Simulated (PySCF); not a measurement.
C₂H₄BFO₃. Atoms are numbered in the order given.

```xyz
11

B      0.1216     0.3907     1.1414
F     -0.9943    -0.1479     1.6274
O      0.6595    -0.0632    -0.0475
C     -0.0986    -0.3309    -1.1525
C      0.6651    -1.1541    -2.1522
O     -1.2171     0.0834    -1.2808
H      0.0542    -1.3148    -3.0478
H      0.9401    -2.1202    -1.7008
H      1.6034    -0.6420    -2.4146
O      0.8016     1.3314     1.8242
H      0.3924     1.5526     2.6706
```

Geometry: B3LYP-D3(BJ)/def2-SVP. Other conformers were not sampled.

These are TDDFT-ωB97X/def2-SVPD (PySCF) values and carry that method's errors.

Vertical excitations. The molecule is in vacuum.

```json
[
 {"state": "S1", "energy (eV)": "5.78", "λ (nm)": "214", "f": "0.001", "main pairs": "HOMO→LUMO+1 92 %"},
 {"state": "S2", "energy (eV)": "8.38", "λ (nm)": "148", "f": "0.048", "main pairs": "HOMO−1→LUMO+1 43 %, HOMO→LUMO 32 %, HOMO→LUMO+2 7 %"},
 {"state": "S3", "energy (eV)": "8.58", "λ (nm)": "145", "f": "0.145", "main pairs": "HOMO−1→LUMO+1 36 %, HOMO→LUMO 27 %, HOMO→LUMO+2 17 %"},
 {"state": "S4", "energy (eV)": "8.88", "λ (nm)": "140", "f": "0.024", "main pairs": "HOMO−2→LUMO+1 47 %, HOMO−3→LUMO+1 25 %, HOMO−4→LUMO+1 8 %"},
 {"state": "S5", "energy (eV)": "9.36", "λ (nm)": "132", "f": "0.015", "main pairs": "HOMO−1→LUMO 40 %, HOMO−2→LUMO 22 %, HOMO→LUMO+2 7 %"},
 {"state": "S6", "energy (eV)": "9.41", "λ (nm)": "132", "f": "0.006", "main pairs": "HOMO→LUMO+6 31 %, HOMO→LUMO+4 29 %, HOMO→LUMO+3 12 %, HOMO→LUMO+2 8 %"},
 {"state": "S7", "energy (eV)": "9.72", "λ (nm)": "127", "f": "0.006", "main pairs": "HOMO−1→LUMO 27 %, HOMO−2→LUMO 16 %, HOMO−1→LUMO+2 12 %, HOMO→LUMO+2 11 %"},
 {"state": "S8", "energy (eV)": "9.93", "λ (nm)": "125", "f": "0.093", "main pairs": "HOMO→LUMO+2 17 %, HOMO→LUMO 12 %, HOMO→LUMO+4 9 %, HOMO−2→LUMO 9 %"},
 {"state": "S9", "energy (eV)": "10.11", "λ (nm)": "123", "f": "0.174", "main pairs": "HOMO−3→LUMO+1 16 %, HOMO−5→LUMO+1 14 %, HOMO−4→LUMO+1 10 %, HOMO→LUMO+2 9 %"},
 {"state": "S10", "energy (eV)": "10.20", "λ (nm)": "122", "f": "0.022", "main pairs": "HOMO−3→LUMO 27 %, HOMO−4→LUMO 22 %, HOMO−5→LUMO 21 %"},
 {"state": "T1", "energy (eV)": "5.28", "λ (nm)": "235", "f": "0", "main pairs": "HOMO→LUMO+1 91 %"},
 {"state": "T2", "energy (eV)": "6.34", "λ (nm)": "196", "f": "0", "main pairs": "HOMO−1→LUMO+1 78 %"},
 {"state": "T3", "energy (eV)": "8.35", "λ (nm)": "148", "f": "0", "main pairs": "HOMO−2→LUMO+1 45 %, HOMO−3→LUMO+1 17 %, HOMO−4→LUMO+1 13 %"},
 {"state": "T4", "energy (eV)": "8.38", "λ (nm)": "148", "f": "0", "main pairs": "HOMO→LUMO 55 %, HOMO→LUMO+2 21 %"}
]
```
Triplets are in the Tamm–Dancoff approximation, which puts them higher than full response would, so one can lie above its singlet here.
